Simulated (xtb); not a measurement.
C₂H₅O (SMILES C[CH]O), doublet, geometry from GFN2-xTB. Base run: GFN2-xTB in xtb.

Geometry (Å):
```xyz
8

C      1.1931    -0.3693    -0.0155
C     -0.0093     0.4805    -0.1555
O     -1.2058    -0.0862     0.2249
H     -1.9301     0.5180     0.0390
H     -0.0390     1.2811    -0.8778
H      2.0770     0.2488     0.1348
H      1.0653    -1.0351     0.8346
H      1.3708    -0.9902    -0.9034
```
Charge 0, spin multiplicity 2.
All else is at xtb's defaults.
Base energy -10.80890 Eh.

Variants of this job, named by their change:

```json
[
 {"change": "base", "ΔE vs base (mEh)": "0.000", "dipole (D)": "1.34", "G_solv (kcal/mol)": "-", "SCF cycles": "10"},
 {"change": "gbsa = chcl3", "ΔE vs base (mEh)": "-5.312", "dipole (D)": "1.40", "G_solv (kcal/mol)": "-3.50", "SCF cycles": "10"},
 {"change": "etemp = 5000", "ΔE vs base (mEh)": "-0.198", "dipole (D)": "1.33", "G_solv (kcal/mol)": "-", "SCF cycles": "10"},
 {"change": "acc = 0.1", "ΔE vs base (mEh)": "0.000", "dipole (D)": "1.34", "G_solv (kcal/mol)": "-", "SCF cycles": "11"},
 {"change": "alpb = hexane", "ΔE vs base (mEh)": "-3.720", "dipole (D)": "1.38", "G_solv (kcal/mol)": "-2.45", "SCF cycles": "9"},
 {"change": "alpb = chcl3", "ΔE vs base (mEh)": "-5.688", "dipole (D)": "1.40", "G_solv (kcal/mol)": "-3.77", "SCF cycles": "9"},
 {"change": "acc = 0.0001", "ΔE vs base (mEh)": "0.000", "dipole (D)": "1.34", "G_solv (kcal/mol)": "-", "SCF cycles": "15"},
 {"change": "alpb = acetonitrile", "ΔE vs base (mEh)": "-7.085", "dipole (D)": "1.45", "G_solv (kcal/mol)": "-4.80", "SCF cycles": "9"}
]
```

ALPB and GBSA are two models with their own fitted parameters for each solvent, which aren't always the measured dielectric constant.
